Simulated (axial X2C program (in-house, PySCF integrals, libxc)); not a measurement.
# FeCl⁺: from Re and ωe to a spectrum

A bond curve at the CCSD(T) level, 2c, was computed with an in-house all-electron X2C program for linear molecules (integrals from PySCF) (basis Fe dyall-cv3z [9s10p6d3f2g], Cl dyall-av3z [9s8p3d2f] (cores contracted in-house)) for the state Ω = 4 (⟨Sz⟩ = 2.00, ⟨Lz⟩ = 2.00 at HF). Its fit gives Re = 2.0761 Å, ωe = 490.3 cm⁻¹, ωexe = 1.45 cm⁻¹ and αe = 7.634e-04 cm⁻¹; the masses are 55.9349 and 34.9689 u. Two-component means X2C with spin–orbit coupling and atomic mean-field Coulomb and Gaunt terms.

Correlated methods: 14 electrons correlated (number of frozen shells: Fe 3 s, 2 p; Cl 2 s, 1 p), 250 virtual spin orbitals or spinors in MP2, 90 natural virtuals in coupled cluster.

(1) Find the reduced mass, Be and the force constant.

(2) A Morse curve ties αe to the other constants (Pekeris). How well does that hold?

(3) Estimate the centrifugal constant by the Kratzer relation.

(4) Where do the fundamental and the first overtone lie?

The state is a single determinant with fixed occupations, the lowest that a limited PBE0 search found. Coupled cluster ran in a truncated set of natural virtual spinors; the MP2 energy of the rest was added. (T) has no such correction and the atoms are truncated less, which lowers De at CCSD(T) by a hundredth of an eV or more. PBE0 can misorder states that lie within some tenths of an eV, so this need not be the ground state of the molecule. The nearest other 2c determinant of the search, Ω = 3, lies 0.25 eV up at the distance of the search. With several unpaired electrons one determinant need not be a pure state. Open-shell Ω = 0 determinants with evenly filled partner blocks cannot be reached by this program, so the Ω shown need not be the lowest component.

## Answers

(1) From the CCSD(T) values: μ = 21.5171 u. Be = 16.8576/(μ Re²) = 0.1818 cm⁻¹. k = 5.8918×10⁻⁷ μ ωe² = 3.05 mdyn/Å.

(2) αe(Morse) = 6Be²/ωe × (√(ωexe/Be) − 1) = 7.376e-04 cm⁻¹; the CCSD(T) curve gives 7.634e-04 cm⁻¹, a ratio of 0.97.

(3) D = 4Be³/ωe² = 9.99e-08 cm⁻¹.

(4) ν(1←0) = ωe − 2ωexe = 487.4 cm⁻¹; ν(2←0) = 2ωe − 6ωexe = 971.9 cm⁻¹.
